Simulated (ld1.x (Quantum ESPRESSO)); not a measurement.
Building the PAW potential for Ag (PBE, scalar-relativistic).

ld1.x (Quantum ESPRESSO) 7.5 input, shortened:

```
&input
   title='Ag', zed=47., rel=1, dft='PBE', iswitch=3,
   config='[Kr] 4d9 5s0 5p0'
 /
 &inputp
   pseudotype=3, lpaw=.true., tm=.true., lloc=-1, rcloc=1.60,
   nlcc=.true., new_core_ps=.true., rcore=1.65,
   which_augfun='BESSEL', rmatch_augfun=1.35
 /
6
4S  1  0   2.00   0.00  1.60  1.70  0.0
5S  2  0   0.00   0.00  1.60  1.70  0.0
4P  2  1   6.00   0.00  1.45  1.75  0.0
5P  3  1   0.00   0.00  1.45  1.75  0.0
4D  3  2   9.00   0.00  1.35  1.65  0.0
4D  3  2   0.00   1.15  1.35  1.65  0.0
 &test
   configts(1)='4s2 4p6 4d9 5s0 5p0'
 /
```

Poles of the logarithmic derivatives, all-electron (AE) and pseudo (PS). s: poles at -8.5 (AE) and -8.5 (PS) Ry. p: poles at -5.6 (AE) and -5.9, 1.5 (PS) Ry. d: poles at -1.2 (AE) and -1.2 (PS) Ry. Test radius 1.90 bohr.

* Configuration tests: test run stopped at test 2 of 7 (negative rho)
* Lowest eigenvalue of the overlap operator: -2.20 (p channel); it is negative, so in a basis up to 400 Ry S is not positive definite and the file is unfit for use

The ghost test of this file was not conclusive. Its overlap operator is not positive definite in a basis up to 400 Ry (lowest eigenvalue p -2.20), so the file is unfit for use: the generalised eigenproblem breaks down once the basis is large enough, and its test numbers describe a broken file.
